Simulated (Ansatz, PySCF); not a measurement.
Gas-phase reaction (SMILES): C[SiH](C)O[SiH3] → C[SiH]C + [O][SiH3]; the O-Si bond at the site shown breaks (other sites are not compared here).

Geometries: B3LYP-D3(BJ)/def2-TZVP minima from Ansatz (a quantum-chemistry and plane-wave program), one conformer each, not searched for the lowest. Cores are frozen in the correlated levels unless marked. Open shells are spin-unrestricted. No spin-orbit coupling. No relativistic terms. Basis-set limits of correlation are two-point, X^-3; Hartree-Fock from the larger set. [CCSD(T)-MP2]/basis is that difference in the basis named. Thermal terms are rigid-rotor harmonic-oscillator values from B3LYP-D3(BJ) frequencies (Ansatz or PySCF) at 298.15 K and 1 atm. 1 Eh = 627.5095 kcal/mol.

| species | E, RI-MP2/CBS(aug-cc-pV(T+d)Z,aug-cc-pV(Q+d)Z)+[CCSD(T)-MP2]/aug-cc-pV(T+d)Z (Ansatz) (Eh) | E, PBE-D3(BJ)/def2-TZVPD (Ansatz + dftd3) (Eh) | H - E (Eh) |
|---|---|---|---|
| C[SiH](C)O[SiH3] | -735.56464 | -736.12658 | 0.12262 |
| C[SiH]C | -369.35589 | -369.65439 | 0.08696 |
| [O][SiH3] | -365.98546 | -366.26945 | 0.03015 |

**Question.** Work out ΔE and ΔH at 298.15 K at the first level, then ΔH at the second.

**Answer.** 
1. ΔE = [(-369.35589) + (-365.98546)] - [(-735.56464)] = 0.22329 Eh = 140.1 kcal/mol at RI-MP2/CBS(aug-cc-pV(T+d)Z,aug-cc-pV(Q+d)Z)+[CCSD(T)-MP2]/aug-cc-pV(T+d)Z.
2. The terms H - E add up to -0.00551 Eh, so ΔH = (0.22329 + (-0.00551))×627.5095 = 136.7 kcal/mol.
3. At PBE-D3(BJ)/def2-TZVPD the same steps give ΔE = 127.2 and ΔH = 123.8 kcal/mol, a shift of -12.9 from the first level.
4. These values are not checked against measurement here, since the tables used lack a sound gas-phase enthalpy of formation for at least one species.
